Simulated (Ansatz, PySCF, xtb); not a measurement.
Dimer: CH2O (SMILES C=O) (first 4 atoms) with H2Se (SMILES [SeH2]); geometry from B3LYP-D3(BJ)/def2-TZVP, rigid monomers moved along the line of their centres of mass till O2···Se5 is 5.80 Å.
(charge 0, multiplicity 1):
```xyz
7

C      0.35370     0.06698    -0.32922
O      1.08377    -0.66807     0.27787
H      0.20414    -0.03382    -1.42102
H     -0.20388     0.87851     0.17370
Se     0.94936     1.43403     5.67888
H      0.50907     0.03444     5.65963
H      0.30301     1.66948     6.98075
```

Monomers are frozen at their geometry in the pair; levels with a basis set take the counterpoise correction. Rows marked so take none.

Correlated levels freeze the cores. Filled d and f shells under p-block atoms count as core. Rows in 3-21G, 6-31G* carry no dispersion term and start afresh at each structure (6-31G* with six Cartesian d functions); the Pople sets are all-electron and without relativity.

Run with Ansatz (a quantum-chemistry and plane-wave program) with Gaussian orbitals; PySCF for 3-21G rows, 6-31G* rows, the dispersion terms; xtb for the GFN methods. 

| level | interaction energy (kcal/mol) |
|---|---|
| GFN2-xTB | -0.17 |
| HF/aug-cc-pVDZ | -0.22 |
| PBE-D3(BJ)/def2-TZVPPD | -0.24 |
| B3LYP/3-21G (no counterpoise) | (withheld) |
| PBE0-D3(BJ)/def2-TZVPPD | -0.25 |
| PBE0-D4/def2-TZVPPD | -0.26 |
| M06-2X/6-31G* (no counterpoise) | -0.18 |
| MP2/aug-cc-pVDZ | -0.24 |
| CCSD/aug-cc-pVDZ | -0.23 |

Task: What belongs in the gaps?

Result: 
- B3LYP/3-21G (no counterpoise), interaction energy (kcal/mol): -0.13
